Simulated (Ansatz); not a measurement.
Species: HO₂S, SMILES `O=[SH+]=O` (charge 1, multiplicity 1).

Q: Give a relaxed geometry from Ansatz (a quantum-chemistry and plane-wave program) with PBE-D3(BJ)/def2-TZVP.

A: the end point of this relaxation (outside a Z-matrix the atoms follow the SMILES, hydrogens last).
Z-matrix (Å, degrees):
```
S
O 1 1.4215
O 1 1.4215 2 134.86
H 1 1.3883 2 112.57 3 -180.00
```
